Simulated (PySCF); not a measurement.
## Radial density of Zr⁻ (zirconium, charge -1)

M06-L, [Kr] 4d3 5s2, high-spin 4F determinant. Computed with PySCF 2.14 in aug-cc-pwCVTZ-PP with ECP28MDF (8s8p7d4f3g, 122 functions), with scalar relativity through the core potential. This is the valence pseudo-density: the core potential removes the inner electrons and smooths the orbitals near the nucleus.

```json
{"r (bohr)": "0.0387", "4πr²ρ (e/bohr)": "1.445e-05", "4πr²(ρα − ρβ)": "0.0000"}
{"r (bohr)": "0.0651", "4πr²ρ (e/bohr)": "3.743e-05", "4πr²(ρα − ρβ)": "0.0000"}
{"r (bohr)": "0.110", "4πr²ρ (e/bohr)": "0.0001375", "4πr²(ρα − ρβ)": "0.0000"}
{"r (bohr)": "0.184", "4πr²ρ (e/bohr)": "0.001152", "4πr²(ρα − ρβ)": "0.0001"}
{"r (bohr)": "0.310", "4πr²ρ (e/bohr)": "0.02035", "4πr²(ρα − ρβ)": "0.0024"}
{"r (bohr)": "0.521", "4πr²ρ (e/bohr)": "0.6139", "4πr²(ρα − ρβ)": "0.0379"}
{"r (bohr)": "0.877", "4πr²ρ (e/bohr)": "6.279", "4πr²(ρα − ρβ)": "0.3891"}
{"r (bohr)": "1.47", "4πr²ρ (e/bohr)": "6.956", "4πr²(ρα − ρβ)": "1.1912"}
{"r (bohr)": "2.48", "4πr²ρ (e/bohr)": "1.774", "4πr²(ρα − ρβ)": "0.8708"}
{"r (bohr)": "4.17", "4πr²ρ (e/bohr)": "0.7250", "4πr²(ρα − ρβ)": "0.2932"}
{"r (bohr)": "7.02", "4πr²ρ (e/bohr)": "0.1966", "4πr²(ρα − ρβ)": "0.0366"}
{"r (bohr)": "11.8", "4πr²ρ (e/bohr)": "0.008433", "4πr²(ρα − ρβ)": "0.0009"}
{"r (bohr)": "19.9", "4πr²ρ (e/bohr)": "1.249e-05", "4πr²(ρα − ρβ)": "0.0000"}
```

Energies and moments cover only the electrons outside the core potential. At M06-L the highest occupied level has a positive energy, so only the finite basis holds that electron; in a semilocal or global hybrid functional this comes from self-interaction and does not mean that the real anion is unbound.
